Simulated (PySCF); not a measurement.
Input of a run (PBE0-D3(BJ)/def2-SVP geometry optimisation, gas phase (PySCF 2.14.0)), started from GFN2-xTB:
```
{"job": {"xc": "PBE0", "basis": "def2-SVP", "d3": "d3bj", "grid": 1, "shake": 0.01, "kind": "geom"}, "charge": 0, "multiplicity": 1}
C      2.996240     0.859750    -0.167010
C      1.689520     1.166240    -0.003530
C      0.700030     0.115710     0.437180
C     -0.519460     0.098270    -0.399730
C     -1.430850     1.353930    -0.243200
C     -2.819800     0.873840     0.196120
C     -2.864820    -0.570880    -0.308020
C     -1.452820    -1.068860    -0.016390
Ge     1.824500    -1.537600     0.376400
C      3.487890    -0.505060     0.083200
H      3.678880     1.634320    -0.475960
H      1.319090     2.168010    -0.169220
H      0.407360     0.333530     1.475130
H     -0.278610    -0.005540    -1.439580
H     -1.013820     2.033270     0.506380
H     -1.495100     1.911430    -1.172150
H     -3.614980     1.501650    -0.201920
H     -2.903270     0.877610     1.293060
H     -3.650430    -1.166170     0.184000
H     -3.081900    -0.573810    -1.379290
H     -1.234420    -1.984350    -0.565370
H     -1.362160    -1.297130     1.049160
H      1.502210    -2.437080    -0.822730
H      1.808090    -2.407130     1.583740
H      4.157050    -0.522820     0.953300
H      4.083430    -0.826520    -0.770310
```

Output (energies in Eh, forces in Eh/bohr):
```
step   0  E = -2428.39561607  max force = 0.040355
step   1  E = -2428.40258006  max force = 0.005589
step   2  E = -2428.40286769  max force = 0.002012
step   3  E = -2428.40289352  max force = 0.001821
step   4  E = -2428.40292603  max force = 0.000705
step   5  E = -2428.40294530  max force = 0.000481
step   6  E = -2428.40299828  max force = 0.001062
step   7  E = -2428.40304486  max force = 0.001065
step   8  E = -2428.40309625  max force = 0.000874
step   9  E = -2428.40314699  max force = 0.000474
step  10  E = -2428.40322305  max force = 0.001179
step  11  E = -2428.40331953  max force = 0.001373
step  12  E = -2428.40341066  max force = 0.001043
step  13  E = -2428.40343554  max force = 0.000418
step  14  E = -2428.40345752  max force = 0.000755
step  15  E = -2428.40348190  max force = 0.000781
step  16  E = -2428.40349059  max force = 0.000826
step  17  E = -2428.40351535  max force = 0.000450
step  18  E = -2428.40354554  max force = 0.000390
step  19  E = -2428.40357488  max force = 0.000595
step  20  E = -2428.40359625  max force = 0.000773
step  21  E = -2428.40364066  max force = 0.001005
step  22  E = -2428.40365964  max force = 0.000749
step  23  E = -2428.40367234  max force = 0.000557
step  24  E = -2428.40367684  max force = 0.000213
optimisation converged
```

Problem. Summarise the run.

Solution. The energy falls by 21.2 kJ/mol over 25 energy and gradient evaluations, the largest force component goes from 0.0404 to 2.1e-04 Eh/bohr, and the atoms move by 0.555 Å rms after alignment. The bond that changes most is Ge9–H24 (ends: germanium bonded to 2 C and 2 H; Ge–H hydrogen), which lengthens by 0.053 Å. Bonds longer at the end by more than 0.005 Å: 18 of 27; shorter: 5. Among the angles that change most is C7–C6–H17, from 113.7° to 110.5°. Among the dihedrals that turn most is H15–C5–C6–H18, from -28° to 27°. The energy never rose by more than 1e-6 Eh on the way. The first step brought 86 % of the lowering.

Problem. What are the final bond lengths?

Solution. C1=C2 1.341 Å, C2–C3 1.507 Å, C3–C4 1.528 Å, C4–C5 1.533 Å, C5–C6 1.537 Å, C6–C7 1.548 Å, C7–C8 1.531 Å, C3–Ge9 1.982 Å, Ge9–C10 1.970 Å, C1–C10 1.504 Å, C4–C8 1.529 Å, C1–H11 1.096 Å, C2–H12 1.096 Å, C3–H13 1.107 Å, C4–H14 1.108 Å, C5–H15 1.104 Å, C5–H16 1.100 Å, C6–H17 1.101 Å, C6–H18 1.100 Å, C7–H19 1.100 Å, C7–H20 1.101 Å, C8–H21 1.102 Å, C8–H22 1.105 Å, Ge9–H23 1.543 Å, Ge9–H24 1.541 Å, C10–H25 1.103 Å, C10–H26 1.102 Å. Numbering counts from 1 in the input's order; the species is `C1=C[C@@H](C2CCCC2)[GeH2][CH2]1`.

The run used 238 basis functions and 169 SCF cycles in all. On one thread of an Arm Neoverse V1, on a shared host, this took 20 min and 1.1 GiB of memory at its peak.

No PBE0-D3(BJ)/def2-SVP frequencies stand behind this structure, so it isn't proved a minimum. One conformer, not necessarily the lowest.
